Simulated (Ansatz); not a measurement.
Species: sum formula GaO2H2 (charge 0, doublet). It need not be the lowest isomer of its formula. 
Structure (B3LYP-D3(BJ)/def2-TZVP (Ansatz, a quantum-chemistry and plane-wave program) minimum search):
```
Ga
O 1 1.8122
H 2 0.9632 1 114.15
O 1 1.8122 2 112.82 3 -180.00
H 4 0.9632 1 114.15 2 -180.00
```
Charge 0, spin multiplicity 2.

Basis-set convergence of Hartree-Fock and MP2 correlation energies (hartree) with Ansatz. Correlated levels leave the core frozen unless marked. UHF or UKS for open shells. No spin-orbit coupling. The frozen core is the preceding noble-gas configuration, with the filled d and f shells of earlier blocks. No relativistic terms.

```json
[
 {"basis": "cc-pVDZ", "functions": "65", "E(HF)": "-2074.14065", "E(corr, MP2)": "-0.43360"},
 {"basis": "cc-pVTZ", "functions": "131", "E(HF)": "___", "E(corr, MP2)": "___"}
]
```

**Question.** Fill in the missing entries.

**Answer.** 
- cc-pVTZ, E(HF): -2074.27258
- cc-pVTZ, E(corr, MP2): -0.55411
